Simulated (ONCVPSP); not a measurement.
# Si (Z = 14): excitation energies, all-electron against ONCV

| Property | Result |
| --- | --- |
| Element | silicon |
| Generator | ONCVPSP 4.0.1 |
| Type | optimised norm-conserving Vanderbilt (ONCV) |
| Functional | LDA (Perdew-Zunger) |
| Relativity | fully relativistic |
| Frozen core | [Ne] |
| Valence charge | 4 |
| Reference configuration | 3s2 (charge +2) |
| Partial waves | 3s: rc 1.45 bohr, ncon 4, nbas 8, qcut 5.7 1/bohr, 2 projectors, debl 0.4 Ha; p scattering state at 0.3 Ha: rc 1.25 bohr, ncon 4, nbas 8, qcut 5.2 1/bohr, 2 projectors, debl 2.1 Ha; d scattering state at 0.14 Ha: rc 1.50 bohr, ncon 4, nbas 8, qcut 5.6 1/bohr, 3 projectors, debl 3.8 Ha |
| Local potential | polynomial inside 0.80 bohr (lpopt 3, dvloc0 -1 Ha) |
| Core correction | Teter function, fcfact 3, rcfact 1.6 |

Open shells are filled in proportion to 2j + 1.

In the s channel the program set the typed energies aside and used -1.053, 0.250 Ha.

Energies are relative to the spin-unpolarised reference configuration 3s2; without spin polarisation the order of configurations can differ from experiment.

| valence configuration | charge | ΔE all-electron (eV) | error AE − PS (meV) |
| --- | --- | --- | --- |
| 3s2 3p2 | 0 | -23.943 | +45 |
| 3s2 3p1 | +1 | -16.114 | +29 |
| 3s1 | +3 | 34.145 | -27 |
| 3s1 3p2 | +1 | -8.701 | +69 |

Levels in the configuration 3s1 3p2:

```
   level  all-electron (eV)  pseudo (eV)
3s j=1/2            -19.844      -19.826
3p j=3/2            -12.359      -12.401
3p j=1/2            -12.404      -12.389
```

Note: ghosts flagged at negative energy: s at -151.0 eV, p3/2 at -9073.2 eV, p1/2 at -73.1 eV (a further GHOST(-) flag falls on a real empty level of the atom); GHOST(+) flags only above 600 eV. A true bound ghost makes a file unfit for plane-wave use.
